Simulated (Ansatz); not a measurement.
Species: CH₄OSi₂, SMILES `O=C=[SiH][SiH3]` (charge 0, multiplicity 1), formula CH$_{4}$OSi$_{2}$.

Task: How many basis functions does Ansatz (a program for electronic structure) with frozen-core CCSD(T)/cc-pVTZ // B3LYP-D3(BJ)/def2-TZVP use, how many core orbitals are frozen, and how many electrons are correlated?

Result: 184 basis functions and 12 frozen orbitals, which leaves 22 correlated electrons. Core time is of the order of minutes.
